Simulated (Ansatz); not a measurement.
Cost and result for the atomization energy of CH3ClFSSi (`CS[Si](F)Cl`) radical (8 atoms, 7 bonds).

Charge 0, multiplicity 2. All single points use the PBE0-D4/def2-TZVP geometry. It is one conformer, not always the lowest. Program: Ansatz. Hardware: A = 2 threads of a server CPU on a shared host; B = 2 threads of an AMD EPYC 7R13 on a shared host and a share of an NVIDIA H100 80 GB. Times are those of one run each, without the atoms' runs, and a repeat can differ threefold. Electronic energies, without spin–orbit coupling; frozen cores. CCSD(T)/CBS adds CCSD(T) − MP2 in def2-TZVPP to the MP2 limit, and its time is that of the two runs behind it. T1 = 0.013; ⟨S²⟩ of the reference is 0.75. B3LYP takes the VWN-RPA correlation (the form of Gaussian; ORCA's B3LYP/G). HSE06 is the plane-wave form, built on full-range PBE exchange.

CCSD(T)/CBS is a level of theory with its own doubt, some kJ/mol a heavy atom from the limit and from the frozen cores, so smaller differences don't rank the functionals.

```
                                 level  functions  wall time  atomization (kJ/mol)  difference from CCSD(T)/CBS  per bond
            LDA (SPW92)/def2-TZVPP [A]        230      3.3 s                3268.1                        432.7      61.8
              revPBE-D4/def2-TZVPP [A]        230      5.5 s                2833.1                         -2.3      -0.3
                BLYP-D4/def2-TZVPP [A]        230      5.5 s                2819.7                        -15.7      -2.2
                CCSD(T)/def2-TZVPP [B]        230        7 s                2741.7                        -93.7     -13.4
                    MP2/def2-QZVPP [B]        414        7 s                2882.1                         46.7       6.7
r2SCAN-D4/def2-TZVPP (with forces) [A]        230       12 s                2869.3                         33.9       4.8
 B3LYP-D4/def2-TZVPP (with forces) [A]        230       13 s                2818.8                        -16.6      -2.4
               HSE06-D4/def2-TZVPP [A]        230       13 s                2850.3                         14.9       2.1
                PBE0-D4/def2-TZVPP [A]        230       14 s                2848.3                         12.9       1.8
           CAM-B3LYP-D4/def2-TZVPP [A]        230       14 s                2827.4                         -8.0      -1.2
                 B2PLYP/def2-TZVPP [A]        230       14 s                2789.3                        -46.1      -6.6
                     CCSD(T)/CBS(def2)          –       14 s                2835.4                          0.0       0.0
                  CCSD(T)/def2-SVP [A]         97       21 s                2596.1                       -239.3     -34.2
```

The D4 term adds +39.0 kJ/mol with B3LYP and +20.3 kJ/mol with PBE0; it sums over pairs of atoms, weighted by their polarisabilities, and B3LYP, whose exchange is more repulsive, gets the larger term. In def2-TZVPP, CCSD(T) changes the Hartree–Fock value by +665.3 kJ/mol (the triples alone add +51.2 kJ/mol) and MP2 by +749.5 kJ/mol; breaking electron pairs costs correlation energy, which Hartree–Fock lacks. From BLYP to BHLYP (50 % exact exchange), in def2-TZVPP and without D4, the atomization energy moves by −64.1 kJ/mol: exact exchange takes away binding that semilocal exchange gives to molecules.
